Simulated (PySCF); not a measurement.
**Worked example: refractive index and permittivity of the vapour**

C₃H₃N₂, SMILES C1=C[N]N=C1, multiplicity 2.

Geometry optimised at ωB97X-D3(BJ)/def2-SVP. The isomer is the one that the SMILES or the coordinates give; other isomers of the formula were not compared.

PBE/def2-TZVP (PySCF) gives a mean static polarisability of 45.3 bohr³ and a dipole moment of 1.40 D. Take an ideal gas at 298.15 K and 0.01 bar, whether or not the substance is that volatile.

Q: Work out n − 1 in the optical limit and the static ε − 1.

A: 
Polarisability volume α' = 45.3 × 0.148185 = 6.71 Å³. Number density N = p/kT = 2.43e-7 Å⁻³.
Dilute limit of Lorentz–Lorenz: n − 1 = 2π N α' = 1.0e-5.
Orientation term of Debye: μ²/(3kT) = 8.098 Å³ × μ²(D²) = 15.87 Å³.
ε − 1 = 4π N (α' + μ²/3kT) = 6.9e-5. Orientation of the dipole supplies 70 % of the static response; it can't follow optical fields. Vibrational polarisation and dispersion are left out.
